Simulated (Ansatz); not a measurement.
Job for Ansatz (an electronic-structure program): R-r2SCAN/def2-TZVPP on GeH5NSi (SMILES [NH2][Ge][SiH3]), a point of a torsion scan.

Ansatz 0.2 input:
```yaml
crystal:
  periodic: [false, false, false]
  atoms:
    - {symbol: N, position_ang: [1.79226447, -0.13102232, 0.21159700]}
    - {symbol: Ge, position_ang: [0.54059417, -0.07731844, 1.51242748]}
    - {symbol: Si, position_ang: [-1.33856403, 0.04813767, -0.02007997]}
    - {symbol: H, position_ang: [2.78024196, -0.18050234, 0.41431979]}
    - {symbol: H, position_ang: [1.66381348, -0.12140676, -0.78958749]}
    - {symbol: H, position_ang: [-1.08082651, -0.40219918, -1.40017483]}
    - {symbol: H, position_ang: [-2.50697369, -0.73858440, 0.40814299]}
    - {symbol: H, position_ang: [-1.86700428, 1.41369951, -0.18595892]}
basis:
  gaussian:
    orbitals: def2-TZVPP
hamiltonian:
  xc: {name: r2SCAN}
scf: {lower_state_search: off}
```

It printed:

```
WARN ansatz: RAYON_NUM_THREADS=1 ignored (pool sized by the plan → 1); use --threads N
Functional definition: r2SCAN
these checks for a lower state are left out or cut short: stability, starts, cluster_reference, orbital_swaps, neighbouring_geometries, increment
integrals: 0.11 GiB planned
1096 factors; their error is unknown
mean field: 0.73 GiB planned
mean field evaluation 1: about -65956.9753 eV, gradient 6.9e1 eV
mean field evaluation 2: about -65908.2234 eV, gradient 1.3e2 eV
mean field evaluation 4: about -65965.9642 eV, gradient 8.0e0 eV
mean field evaluation 8: about -65966.1864 eV, gradient 2.8e-1 eV
mean field evaluation 16: about -65966.1568 eV, gradient 1.1e-4 eV
mean field -65966.15677234 eV, -2424.2115479164 hartree, gradient 4.4e-6 eV, S^2 0.000000; 0 other end points of the search recorded, 0 dependent functions left out
reference -65966.15678410 eV, -2424.2115483485 hartree; 29, 29 occupied and 162, 162 virtual orbitals, 1096 factors
Total energy: -65966.15678410 eV, -2424.2115483485 hartree
Checks for a lower state left out: stability, starts, cluster_reference, orbital_swaps, neighbouring_geometries, increment
```

The run converged.

Cost: about 4 core-seconds (a rough figure).
